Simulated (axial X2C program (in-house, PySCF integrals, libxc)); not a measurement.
**LiPd⁺: from the spin-free to the two-component result**

All values were computed with an in-house relativistic program for diatomic molecules. Spin-free means the one-electron spin-free X2C Hamiltonian; two-component (2c) means X2C with spin–orbit coupling and atomic mean-field two-electron Coulomb and Gaunt terms, so the difference of the two also holds small scalar two-electron terms. Basis: Pd dyall-cv3z [12s12p8d5f3g], Li dyall-cv3z [7s8p2d] (cores contracted in-house); Gaussian nuclei, density fitting, unrestricted open shells. Masses: Pd 105.903 u, Li 7.016 u.

Spin-free state: M_S = 0, Λ = 0 (closed shell); fragments Pd + Li+.

```csv
level,Re (Å),ωe (cm⁻¹),De (eV),μ (D)
PBE0,2.429,287.4,0.768,7.84
HF,2.430,274.9,n/a,8.45
MP2,2.478,280.1,0.684,n/a
CCSD,2.449,288.4,0.652,n/a
CCSD(T),2.470,285.8,0.697,n/a
TPSSh,2.454,283.5,0.825,7.76
```

Correlated methods: 10 electrons correlated (number of frozen shells: Pd 4 s, 3 p, 1 d; Li 1 s), 264 virtual spin orbitals or spinors in MP2, 88 natural virtuals in coupled cluster.

Dipoles are positive if Li is the positive end and refer to the centre of mass.

Two-component determinant lowest at the distance of the search:

Ω = 0 (closed shell); fragments Pd + Li+.

```json
{"level": "PBE0", "Re (Å)": "2.432", "ωe (cm⁻¹)": "286.3", "De (eV)": "0.771", "μ (D)": "7.85"}
{"level": "HF", "Re (Å)": "2.432", "ωe (cm⁻¹)": "274.3", "De (eV)": "n/a", "μ (D)": "8.45"}
{"level": "MP2", "Re (Å)": "2.480", "ωe (cm⁻¹)": "279.5", "De (eV)": "0.686", "μ (D)": "n/a"}
{"level": "CCSD", "Re (Å)": "2.452", "ωe (cm⁻¹)": "287.6", "De (eV)": "0.652", "μ (D)": "n/a"}
{"level": "CCSD(T)", "Re (Å)": "2.473", "ωe (cm⁻¹)": "285.4", "De (eV)": "0.700", "μ (D)": "n/a"}
{"level": "TPSSh", "Re (Å)": "2.457", "ωe (cm⁻¹)": "282.3", "De (eV)": "0.828", "μ (D)": "7.77"}
```

(1) From the two tables, how do the constants change at the CCSD(T) level (2c against spin-free)?

One determinant describes the state; a PBE0 search over occupations chose it and may have missed a lower one. The closed shell is kept restricted, so the energy runs too high when the bond is stretched far. Dissociation energies refer to the lowest single-determinant-based atoms at the same level and basis. De is not given where an atomic determinant may have missed its ground term or J level, or where the truncated virtual space spoils (T). CCSD and (T) use frozen natural virtuals with an MP2 correction for the truncation; (T) itself is uncorrected, so its De runs slightly low.

Answers

(1) At the CCSD(T) level Re increases by 0.003 Å and ωe goes down by 0.4 cm⁻¹; De changes by 0.003 eV.
